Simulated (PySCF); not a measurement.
Calculation: PySCF with PBE-D3(BJ)/def2-TZVP // B3LYP-D3(BJ)/def2-TZVP. Gas-phase values, no solvent. Excitations are Tamm–Dancoff values on a coarser integration grid. The basis has no diffuse functions, so Rydberg states are missing or too high.

Reference species (SMILES): `C(C1CC1)#C` (neutral, multiplicity 1).

```json
{
 "S1 excitation (TDA)": "6.03 eV",
 "dipole_moment": "1.02 D",
 "S1–T1 gap (TDA)": "0.77 eV"
}
```

Changed species: `C#CCF` (X = fluoromethyl; the reference has X = cyclopropyl).

Q: What does the change do to the S1 excitation (TDA), dipole moment and S1–T1 gap (TDA)?

A: the S1 excitation (TDA) falls by 0.05 eV, to 5.98 eV; the dipole moment goes up by 0.65 D, to 1.67 D; the S1–T1 gap (TDA) decreases by 0.06 eV, to 0.71 eV.
